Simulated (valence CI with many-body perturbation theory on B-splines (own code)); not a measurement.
**E1 line list for La XLIV**

Computed by valence CI with perturbative core correlation (CI+MBPT): four valence electrons over a frozen Dirac-Fock core [Ne], a basis of 11 s, 11 p, 9 d, 7 f, 5 g, 2 h, 1 i functions for each j, with the one-electron correlation potential Σ1 (screened to all orders), the two-electron term Σ2, the three-electron term Σ3, Breit, model QED; selected single and double excitations, second order for the rest (own B-spline code, finite nucleus).

The last digits are not significant, and no measured levels were compared; by estimate large intervals hold to a few tenths of a per cent, small ones and those within an open d or f shell to about a per cent.

Lines 151 to 200 of 219 in falling wavelength, among levels below 551.83 eV, chosen from the strongest by gf and those to the six lowest levels. Wavelengths and rates use the calculated energies. Electric multipoles are in the length gauge, E1 and E2 with the static RPA response of the core. Weak lines are less certain than strong ones. Lines between different terms over intervals too small for the method are left out, as are lines whose strength nearly cancels. The highest levels of a list are the least certain.

Levels are named by their leading jj configuration (3d3/2^4 stands for four electrons in 3d with j = 3/2), which in mixed levels can hold well under half, so a name can repeat and another be missing. Letters in brackets count levels of one name in rising energy.

| λ vac (nm) | Upper | Lower | A (s⁻¹) | S (a.u.) with core polarisation | S without |
| --- | --- | --- | --- | --- | --- |
| 5.231 | (3s 3p3/2^3) J=1 | (3s^2 3p3/2^2) J=0 | 3.04e+11 | 6.45e-02 | 6.57e-02 |
| 5.219 | (3s 3p1/2 3p3/2 3d3/2) J=2 [a] | (3s 3p1/2^2 3p3/2) J=2 | 1.80e+10 | 6.30e-03 | 6.42e-03 |
| 5.197 | (3s 3p1/2 3p3/2^2) J=2 [b] | (3s^2 3p1/2 3p3/2) J=1 | 1.52e+10 | 5.28e-03 | 5.37e-03 |
| 5.186 | (3s 3p1/2 3p3/2^2) J=1 [b] | (3s^2 3p1/2 3p3/2) J=2 | 3.96e+11 | 8.17e-02 | 8.32e-02 |
| 5.131 | (3s 3p1/2 3p3/2 3d5/2) J=3 [d] | (3s^2 3p1/2 3d5/2) J=3 | 1.38e+11 | 6.43e-02 | 6.55e-02 |
| 5.117 | (3s 3p1/2 3p3/2 3d5/2) J=2 [c] | (3s^2 3p1/2 3d5/2) J=3 | 8.40e+10 | 2.78e-02 | 2.83e-02 |
| 5.075 | (3s 3p1/2 3p3/2 3d3/2) J=1 [d] | (3s^2 3p1/2 3d3/2) J=2 | 2.49e+11 | 4.83e-02 | 4.92e-02 |
| 5.065 | (3s 3p1/2 3p3/2 3d5/2) J=1 [b] | (3s^2 3p1/2 3d5/2) J=2 | 4.70e+10 | 9.04e-03 | 9.21e-03 |
| 5.043 | (3s 3p1/2 3p3/2 3d3/2) J=1 [a] | (3s 3p1/2^2 3p3/2) J=2 | 7.11e+09 | 1.35e-03 | 1.37e-03 |
| 5.041 | (3s 3p1/2 3p3/2^2) J=1 [b] | (3s^2 3p1/2 3p3/2) J=1 | 1.68e+11 | 3.18e-02 | 3.24e-02 |
| 5.025 | (3s 3p1/2 3p3/2 3d5/2) J=2 [c] | (3s^2 3p1/2 3d5/2) J=2 | 1.80e+10 | 5.65e-03 | 5.75e-03 |
| 5.017 | (3s 3p1/2 3p3/2 3d5/2) J=2 [c] | (3s^2 3p1/2 3d3/2) J=1 | 1.63e+10 | 5.09e-03 | 5.18e-03 |
| 4.991 | (3s 3p1/2 3p3/2 3d5/2) J=2 [d] | (3s^2 3p1/2 3d5/2) J=3 | 2.15e+11 | 6.58e-02 | 6.71e-02 |
| 4.980 | (3s 3p1/2 3p3/2 3d3/2) J=2 [c] | (3s 3p1/2^2 3p3/2) J=1 | 3.25e+10 | 9.91e-03 | 1.01e-02 |
| 4.977 | (3s 3p1/2 3p3/2 3d3/2) J=3 [a] | (3s 3p1/2^2 3p3/2) J=2 | 1.19e+10 | 5.08e-03 | 5.17e-03 |
| 4.966 | (3s 3p1/2 3p3/2 3d3/2) J=2 [b] | (3s 3p1/2^2 3p3/2) J=2 | 7.45e+10 | 2.25e-02 | 2.29e-02 |
| 4.922 | (3s 3p3/2^3) J=1 | (3s^2 3p3/2^2) J=2 | 5.19e+11 | 9.16e-02 | 9.33e-02 |
| 4.905 | (3s 3p1/2 3p3/2 3d5/2) J=2 [b] | (3s^2 3p1/2 3d3/2) J=2 | 4.03e+10 | 1.17e-02 | 1.20e-02 |
| 4.904 | (3s 3p1/2 3p3/2 3d5/2) J=2 [d] | (3s^2 3p1/2 3d5/2) J=2 | 4.92e+10 | 1.43e-02 | 1.46e-02 |
| 4.786 | (3s 3p1/2 3p3/2 3d3/2) J=2 [e] | (3s^2 3p1/2 3d3/2) J=2 | 1.39e+11 | 3.76e-02 | 3.83e-02 |
| 4.740 | (3s 3p1/2 3p3/2 3d3/2) J=1 [c] | (3s 3p1/2^2 3p3/2) J=1 | 7.39e+10 | 1.17e-02 | 1.19e-02 |
| 4.656 | (3s^2 3d3/2^2) J=2 | (3s^2 3p1/2 3d3/2) J=1 | 6.36e+11 | 1.59e-01 | 1.62e-01 |
| 4.595 | (3s 3p1/2 3p3/2 3d3/2) J=1 [d] | (3s 3p1/2^2 3p3/2) J=1 | 2.57e+10 | 3.70e-03 | 3.77e-03 |
| 4.590 | (3s 3p1/2 3p3/2 3d3/2) J=2 [c] | (3s 3p1/2^2 3p3/2) J=2 | 3.49e+10 | 8.34e-03 | 8.50e-03 |
| 4.553 | (3s 3p1/2 3p3/2 3d3/2) J=3 [b] | (3s 3p1/2^2 3p3/2) J=2 | 3.33e+11 | 1.09e-01 | 1.11e-01 |
| 4.503 | (3s^2 3p3/2 3d3/2) J=3 | (3s^2 3p1/2 3p3/2) J=2 | 4.69e+11 | 1.48e-01 | 1.51e-01 |
| 4.502 | (3s^2 3p3/2 3d3/2) J=2 | (3s^2 3p1/2 3p3/2) J=2 | 5.44e+11 | 1.22e-01 | 1.25e-01 |
| 4.491 | (3s^2 3p3/2 3d3/2) J=1 | (3s^2 3p1/2 3p3/2) J=2 | 7.33e+10 | 9.83e-03 | 1.00e-02 |
| 4.474 | (3s 3p1/2 3p3/2 3d3/2) J=2 [d] | (3s 3p1/2^2 3p3/2) J=2 | 4.73e+11 | 1.05e-01 | 1.07e-01 |
| 4.462 | (3s 3p1/2 3p3/2 3d3/2) J=1 [b] | (3s 3p1/2^2 3p3/2) J=2 | 4.57e+11 | 6.01e-02 | 6.12e-02 |
| 4.410 | (3s 3p1/2 3p3/2 3d3/2) J=0 [b] | (3s 3p1/2^2 3p3/2) J=1 | 3.04e+11 | 1.29e-02 | 1.31e-02 |
| 4.408 | (3s 3p1/2 3p3/2 3d3/2) J=1 [e] | (3s 3p1/2^2 3p3/2) J=1 | 6.43e+11 | 8.15e-02 | 8.30e-02 |
| 4.392 | (3s^2 3p3/2 3d3/2) J=2 | (3s^2 3p1/2 3p3/2) J=1 | 2.63e+11 | 5.50e-02 | 5.60e-02 |
| 4.391 | (3s^2 3p3/2 3d5/2) J=2 | (3s^2 3p1/2 3p3/2) J=2 | 2.36e+06 | 4.92e-07 | 4.77e-07 |
| 4.388 | (3s 3p1/2 3p3/2 3d5/2) J=2 [a] | (3s 3p1/2^2 3p3/2) J=2 | 5.73e+10 | 1.19e-02 | 1.22e-02 |
| 4.386 | (3s 3p1/2 3p3/2 3d3/2) J=1 [c] | (3s 3p1/2^2 3p3/2) J=2 | 1.19e+10 | 1.49e-03 | 1.52e-03 |
| 4.385 | (3s 3p1/2 3p3/2 3d3/2) J=3 [c] | (3s 3p1/2^2 3p3/2) J=2 | 2.25e+05 | 6.55e-08 | 6.34e-08 |
| 4.382 | (3s^2 3p3/2 3d3/2) J=1 | (3s^2 3p1/2 3p3/2) J=1 | 5.79e+11 | 7.21e-02 | 7.34e-02 |
| 4.374 | (3s^2 3p1/2 3d3/2) J=1 | (3s^2 3p1/2^2) J=0 | 7.88e+11 | 9.76e-02 | 9.94e-02 |
| 4.361 | (3s^2 3p3/2 3d3/2) J=0 | (3s^2 3p1/2 3p3/2) J=1 | 5.70e+11 | 2.33e-02 | 2.38e-02 |
| 4.357 | (3s 3p1/2 3p3/2 3d3/2) J=2 [e] | (3s 3p1/2^2 3p3/2) J=1 | 3.22e+11 | 6.57e-02 | 6.69e-02 |
| 4.287 | (3s^2 3p3/2 3d5/2) J=2 | (3s^2 3p1/2 3p3/2) J=1 | 5.12e+08 | 9.95e-05 | 1.02e-04 |
| 4.266 | (3s 3p1/2 3p3/2 3d5/2) J=3 [a] | (3s 3p1/2^2 3p3/2) J=2 | 5.54e+10 | 1.48e-02 | 1.51e-02 |
| 4.262 | (3s 3p1/2 3p3/2 3d3/2) J=1 [d] | (3s 3p1/2^2 3p3/2) J=2 | 5.98e+08 | 6.85e-05 | 6.99e-05 |
| 4.198 | (3s^2 3d3/2^2) J=2 | (3s^2 3p1/2 3d3/2) J=2 | 4.37e+11 | 7.98e-02 | 8.13e-02 |
| 4.141 | (3s 3p1/2 3p3/2 3d5/2) J=2 [b] | (3s 3p1/2^2 3p3/2) J=2 | 2.39e+10 | 4.19e-03 | 4.27e-03 |
| 4.131 | (3s 3p1/2 3p3/2 3d5/2) J=3 [b] | (3s 3p1/2^2 3p3/2) J=2 | 8.46e+10 | 2.06e-02 | 2.10e-02 |
| 4.100 | (3s 3p1/2 3p3/2 3d3/2) J=1 [e] | (3s 3p1/2^2 3p3/2) J=2 | 3.37e+08 | 3.44e-05 | 3.51e-05 |
| 4.077 | (3s 3p1/2 3p3/2 3d5/2) J=0 | (3s 3p1/2^2 3p3/2) J=1 | 1.97e+11 | 6.59e-03 | 6.72e-03 |
| 4.056 | (3s 3p1/2 3p3/2 3d3/2) J=2 [e] | (3s 3p1/2^2 3p3/2) J=2 | 3.27e+10 | 5.38e-03 | 5.49e-03 |
